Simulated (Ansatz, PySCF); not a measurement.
Process, species as SMILES: N (NH3) → [NH2-] + H+
Structures are relaxed separately at B3LYP-D3(BJ)/def2-TZVP in Ansatz (a program for electronic structure).

Quantity: gas-phase deprotonation energy (electronic energy difference), in eV. Correlated levels leave the core frozen unless marked. No spin-orbit coupling. Non-relativistic. Anions need diffuse functions: aug- sets have them; def2-D sets add few; the other sets have none. CBS(X,Y): correlation extrapolated as X^-3; Hartree-Fock from the larger set.

```
level                program  gas-phase deprotonation energy (eV)
-------------------  -------  -----------------------------------
HF/cc-pV5Z            Ansatz                                18.47
PBE/def2-TZVPD        Ansatz                                17.89
PW6B95/def2-TZVPD      PySCF                                18.10
wB97X-V/def2-TZVPD    Ansatz                                18.09
SCS-MP2/def2-QZVPPD   Ansatz                                17.96
```

Q: Predict the CCSD(T)/CBS(aug-cc-pVTZ,aug-cc-pVQZ) result (Ansatz).

A: 17.87 eV, so SCS-MP2/def2-QZVPPD differs from it by 0.09 eV.
